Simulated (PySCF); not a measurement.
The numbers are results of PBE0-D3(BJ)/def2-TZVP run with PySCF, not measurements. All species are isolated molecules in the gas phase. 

Reference species (SMILES): `[SiH]Cl` (lower singlet) (neutral, multiplicity 1).

| Item | Result |
|---|---|
| dipole moment | 0.97 D |

Changed species: `[C-]#[N+][SiH]` (lower singlet) (X = isocyano, multiplicity 1; the reference has X = chloro, multiplicity 1).

**Question.** Give the shifts of the dipole moment.

**Answer.** the dipole moment increases by 1.69 D, to 2.66 D.
